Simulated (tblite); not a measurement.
Compound: C5H8O2SSi.
SMILES with atom numbers: `[CH:1]#[C:2][C:3](=[O:4])[O:5][Si@H:6]([CH3:7])[S:8][CH3:9]` (hydrogens: H10 on C1; H11 on Si6; H12, H13, H14 on C7; H15, H16, H17 on C9)

Computed geometry: GFN2-xTB, gas phase.

Question: What internal coordinates does the optimisation give?

Answer: 
```tsv
bond	length (Å)	order
C1≡C2	1.200	triple
C2–C3	1.440	single
C3=O4	1.203	double
C3–O5	1.324	single
O5–Si6	1.659	single
Si6–C7	1.897	single
Si6–S8	2.133	single
S8–C9	1.821	single
C1–H10	1.051	single
Si6–H11	1.460	single
C7–H12, C7–H13, C7–H14	1.087	single
C9–H15, C9–H16, C9–H17	1.084	single
```

Bonds in one row agree within 0.01 Å and their mean is given. Orders are formal, as drawn. A selection of angles:
```tsv
angle	degrees
C2–C1–H10	179.8
C1–C2–C3	178.8
C2–C3–O4	124.0
C2–C3–O5	112.4
O4–C3–O5	123.5
C3–O5–Si6	120.0
O5–Si6–C7	111.2
O5–Si6–S8	99.5
O5–Si6–H11	109.2
C7–Si6–S8	112.6
C7–Si6–H11	113.4
S8–Si6–H11	110.0
Si6–C7–H12	110.5
Si6–C7–H13	111.8
H12–C7–H13	107.6
Si6–S8–C9	97.9
S8–C9–H15	109.6
S8–C9–H17	107.1
H15–C9–H16	110.5
```

Torsions: C2–C3–O5–Si6 179° (antiperiplanar); C3–O5–Si6–C7 -64° (synclinal); O5–Si6–S8–C9 178° (antiperiplanar).

The C–C distances run from 1.200 Å (C1≡C2, drawn triple) to 1.440 Å (C2–C3, drawn single), a spread of 0.240 Å. Si6 (oxygen-bound silicon) is distorted tetrahedral (angles from 99.5° to 113.4°). Of the pairs four or more bonds apart, O4···H12 is among the closest relative to their van der Waals radii: 2.74 Å, 101 % of the sum of Bondi's values. The 2 C–O bonds span 1.203 Å (C3=O4, drawn double) to 1.324 Å (C3–O5, drawn single), a spread of 0.121 Å.

Point group: C1 (no symmetry element, even within 0.4 Å). Its GFN2-xTB frequencies are all real (lowest 44 cm⁻¹). One conformer, not necessarily the lowest.
